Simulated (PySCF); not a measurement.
## Excitation energy of Hg by level of theory

Hg [Xe] 4f14 5d10 6s2 (1S) → Hg [Xe] 4f14 5d9 6s2 6p1 (high-spin determinant), as a difference of total energies. Computed with PySCF 2.14 in ANO-RCC-VTZP (8s7p5d3f1g, 84 functions), with scalar relativity by spin-free X2C-1e. Correlated levels: valence and next inner shell: [Kr] 4d10 4f14 frozen. The calculations carry no spin-orbit coupling.

```json
{"method": "UHF", "excitation energy (eV)": "8.662"}
{"method": "MP2 (valence and next inner shell)", "excitation energy (eV)": "10.095"}
{"method": "SCS-MP2 (valence and next inner shell)", "excitation energy (eV)": "9.964"}
{"method": "CCSD (valence and next inner shell)", "excitation energy (eV)": "9.704"}
{"method": "CCSD(T) (valence and next inner shell)", "excitation energy (eV)": "9.794"}
```

Question: How much does correlation contribute at CCSD(T) (valence and next inner shell)?

Answer: 9.794 − (8.662) = 1.132 eV, measured against UHF.

A first-order spin-orbit estimate (lowest level to lowest level, LS coupling) adds -0.506 eV.

The basis was made for the ground configuration and has no added diffuse functions, so the excitation energy can come out too high.

The determinant of the upper state mixes LS terms, which raises its energy above the lowest term, most at the Hartree-Fock and MP2 levels.
